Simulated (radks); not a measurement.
Values are calculated unless marked as measured or tabulated.
Q: The mean radii <r> (bohr) of the occupied orbitals of an atom or ion are listed with their occupations. Level of theory: non-relativistic Kohn-Sham, PBE, spin-polarised, spherical densities, point nucleus (a radial shooting solver on a logarithmic mesh with Libxc functionals).

| orbital | occ. | <r> |
|---|---|---|
| 1s up | 1 | 0.02763 |
| 1s down | 1 | 0.02763 |
| 2s up | 1 | 0.1187 |
| 2s down | 1 | 0.1187 |
| 2p up | 3 | 0.1010 |
| 2p down | 3 | 0.1010 |
| 3s up | 1 | 0.3132 |
| 3s down | 1 | 0.3132 |
| 3p up | 3 | 0.3033 |
| 3p down | 3 | 0.3033 |
| 3d up | 5 | 0.2740 |
| 3d down | 5 | 0.2740 |
| 4s up | 1 | 0.7244 |
| 4s down | 1 | 0.7243 |
| 4p up | 3 | 0.7519 |
| 4p down | 3 | 0.7517 |
| 4d up | 5 | 0.8307 |
| 4d down | 5 | 0.8298 |
| 5s up | 1 | 1.774 |
| 5s down | 1 | 1.774 |
| 5p up | 3 | 2.003 |
| 5p down | 2 | 2.010 |

Name the element and its charge. Open shells, if any, are filled with parallel spins first.

A: Z = 55, caesium, charge +2: Cs2+ in [Kr] 4d10 5s2 5p5. The 1s radius gives Z: for a bare nucleus <r> = 1.5/Z, 0.02727 bohr for Z = 55, and screening makes it slightly larger (0.02763 here). The occupations add up to 53, and the charge is Z minus that.
